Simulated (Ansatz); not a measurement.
```xyz
2

Co    0.0000    0.0000    0.0000
B     0.0000    0.0000    1.9320
```

Basis set: pcseg-2 (spherical functions). Charge 0, multiplicity 1.

Computed with Ansatz (development build ahead of 0.2.0); each method stands on the lowest determinant of its kind that the runs found. Restricted functionals stand beside restricted open-shell atoms, which can lie above the unrestricted atoms usual in DFT and then raise those values.

Task: Give the atomization energy at this shape (free ground-state atoms in the same class of orbitals less the molecule, no zero-point energy) of singlet CoB by PBE0 (unrestricted), PBE0 (restricted).

Result:

```
             method  atomization energy
PBE0 (unrestricted)      50.81 kcal/mol
  PBE0 (restricted)       9.28 kcal/mol
```

Caution: another spin multiplicity may lie lower. Caution for PBE0 (unrestricted): the unrestricted determinant is a mixture of spin states. Caution for PBE0 (restricted): an unrestricted determinant lies well below.

The shape needn't be a minimum at these levels.
